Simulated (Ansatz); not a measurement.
Cl$_{5}$Ta, triplet, geometry from GFN2-xTB (such geometries of metal compounds can be far from the true shape) (the multiplicity is a formal guess) (core potentials on Ta); BLYP/def2-TZVPP in Ansatz (an electronic-structure program).

Ansatz was given this input:
Ansatz 0.2 input:
```yaml
crystal:
  periodic: [false, false, false]
  atoms:
    - {symbol: Ta, position_ang: [0.11010624, -0.02019140, 0.23866265]}
    - {symbol: Cl, position_ang: [1.12651420, -0.23736351, 2.23985543]}
    - {symbol: Cl, position_ang: [-1.69121170, 0.62904848, -1.57365796]}
    - {symbol: Cl, position_ang: [0.80184508, 2.11050390, -0.06958146]}
    - {symbol: Cl, position_ang: [0.51035061, -0.59021879, -2.15181846]}
    - {symbol: Cl, position_ang: [-1.22030732, -1.82526584, 0.53035695]}
basis:
  gaussian:
    orbitals: def2-TZVPP
hamiltonian:
  xc: blyp
magnetization: {spin_polarized: true, initial_magnetization: 2}
```

Problem. What does Ansatz print? Leave out banner, timings and long lists.

Solution. 
```
Functional definition: BLYP
1807 factors; their error is unknown
mean field evaluation 1: about -64169.9255 eV, gradient 1.9e1 eV
mean field evaluation 2: about -64167.3066 eV, gradient 3.1e1 eV
mean field evaluation 4: about -64171.4416 eV, gradient 2.6e0 eV
mean field evaluation 8: about -64171.4777 eV, gradient 2.2e-1 eV
mean field evaluation 16: about -64171.4330 eV, gradient 3.9e-4 eV
mean field evaluation 32: about -64169.9513 eV, gradient 1.7e0 eV
mean field evaluation 64: about -64170.2999 eV, gradient 6.8e-4 eV
mean field evaluation 96: about -64169.2505 eV, gradient 3.6e-2 eV
mean field -64171.43301817 eV, -2358.2566664581 hartree, gradient 3.0e-5 eV, S^2 2.004085; 8 other end points of the search recorded, 0 dependent functions left out
reference -64171.43343510 eV, -2358.2566817799 hartree; 50, 48 occupied and 216, 218 virtual orbitals, 1807 factors
Total energy: -64171.43343510 eV, -2358.2566817799 hartree
```
